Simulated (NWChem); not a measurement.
Species: GeF3 cation

```xyz
4

F      1.1825     1.1825     0.0000
Ge     0.0000     0.0000     0.0000
F     -1.6153     0.4328     0.0000
F      0.4328    -1.6153     0.0000
```
Atoms are numbered in this order, from 1.

Program: NWChem. Pople sets run with spherical d functions. Coordinates come from a B3LYP/6-31G* (spherical d) optimisation.

Task: Estimate the computed values for MPW1K/6-31G*. Quantities: highest occupied level (eV); orbital gap (eV).

Result: The highest occupied level (eV) is -21.47 and the orbital gap (eV) comes out as 11.02.
